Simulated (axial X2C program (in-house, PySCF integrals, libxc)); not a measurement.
MoTe⁺: bond constants with and without spin–orbit coupling

Calculated with an axial X2C code built on PySCF integrals. Spin-free means the one-electron spin-free X2C Hamiltonian; two-component (2c) means X2C with spin–orbit coupling and atomic mean-field two-electron Coulomb and Gaunt terms, so the difference of the two also holds small scalar two-electron terms. Basis: Te dyall-cv3z [11s12p8d4f1g], Mo dyall-cv3z [11s12p9d5f3g] (cores contracted in-house); Gaussian nuclei, density fitting, unrestricted open shells. Masses: Te 129.906 u, Mo 97.905 u.

State, spin-free: M_S = 3/2, Λ = 0 (beyond evenly filled blocks: σα, δ+α, δ-α); electrons by block: σα: 20, σβ: 19, π+α: 10, π+β: 10, π-α: 10, π-β: 10, δ+α: 4, δ+β: 3, δ-α: 4, δ-β: 3. Fragments: Te + Mo+.

State, 2c: Ω = 3/2 (⟨Sz⟩ = 1.52, ⟨Lz⟩ = -0.02 at PBE0); electrons by block: 1/2: 30, -1/2: 29, 3/2: 13, -3/2: 14, 5/2: 4, -5/2: 3. Fragments: Te + Mo+.

| Hamiltonian | level | Re (Å) | ωe (cm⁻¹) | ωexe (cm⁻¹) | Be (cm⁻¹) | αe (cm⁻¹) | De (eV) | μ (D) |
| --- | --- | --- | --- | --- | --- | --- | --- | --- |
| spin-free | PBE0 | 2.494 | 224.4 | 0.695 | 0.04854 | 0.000191 | 2.63 | 4.55 |
| spin-free | HF | 2.876 | 124.5 | n/a | 0.03652 | 0.000189 | 1.11 | 4.47 |
| spin-free | CCSD | 2.551 | 197.2 | 0.949 | 0.0464 | 0.000235 | 2.02 | n/a |
| spin-free | CCSD(T) | 2.520 | 212.9 | 0.995 | 0.04756 | 0.000227 | 2.18 | n/a |
| spin-free | BLYP | 2.452 | 266.1 | 0.952 | 0.05024 | 0.000186 | 3.43 | 4.06 |
| 2c | PBE0 | 2.497 | 222.3 | 0.711 | 0.04841 | 0.000194 | 2.40 | 4.51 |
| 2c | HF | 2.891 | 120.1 | n/a | 0.03614 | 0.000197 | n/a | 4.53 |
| 2c | CCSD | 2.558 | 193.0 | 0.966 | 0.04614 | 0.000243 | 1.76 | n/a |
| 2c | CCSD(T) | 2.526 | 208.8 | 1.03 | 0.04731 | 0.000235 | 1.91 | n/a |
| 2c | BLYP | 2.455 | 263.6 | 0.957 | 0.05008 | 0.000187 | 3.14 | 4.01 |

Correlated methods: 11 electrons correlated (number of frozen shells: Te 4 s, 3 p, 2 d; Mo 4 s, 3 p, 1 d), 345 virtual spin orbitals or spinors in MP2, 90 natural virtuals in coupled cluster.

Dipoles are positive if Mo is the positive end and refer to the centre of mass.

One determinant describes the state; a PBE0 search over occupations chose it and may have missed a lower one. Dissociation energies refer to the lowest single-determinant-based atoms at the same level and basis. De is not given where an atomic determinant may have missed its ground term or J level, or where the truncated virtual space spoils (T). Density functionals use the spin component along the axis (collinear). CCSD and (T) use frozen natural virtuals with an MP2 correction for the truncation; (T) itself is uncorrected, so its De runs slightly low. Without a current term, density functionals place determinants with orbital angular momentum somewhat too high. With several unpaired electrons one determinant need not be a pure state. This is the top spin component of a Σ state; components of lower Ω are not single determinants and can lie lower. The determinant is spin-polarised beyond a pure state at some levels (its spin-free form has ⟨S²⟩ too high), which makes Re and μ there less reliable. The T1 diagnostic is large, a sign of multireference character. With the outer-core shells frozen, correlated bond lengths of heavy atoms tend to come out a few hundredths of an ångström too long.

No reliable constants came from MP2 (2c), MP2 (spin-free): no minimum in range, unconverged points, a curve that is not smooth, a change of character along it, or the two Hamiltonians disagreeing along it.

Rough cost a point (2c) on 1 thread(s) of a shared host, integrals apart: PBE0 1.5 s, HF 1.5 s, CCSD(T) 6 s, BLYP 0.6 s.

The whole task took 3.8 min on 1 thread of Arm Neoverse V2 (shared host).
